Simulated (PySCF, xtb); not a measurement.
Zn(SH)(OSiH3) (H₄OSSiZn), SMILES [Zn]([SH])[O][SiH3].

GFN2-xTB (xtb 6.7.1) at its own geometry gives an orbital gap of 2.88 eV and a dipole moment of 2.68 D.

The structure is a stationary point at PBE-D3(BJ)/def2-SVP. Other conformers were not sampled.

Q: What does PBE/def2-TZVP run with PySCF give? (Estimate from the structure and the level; the computed values follow.)

A: gap 4.21 eV (levels -6.46 and -2.25 eV), dipole 1.12 D.
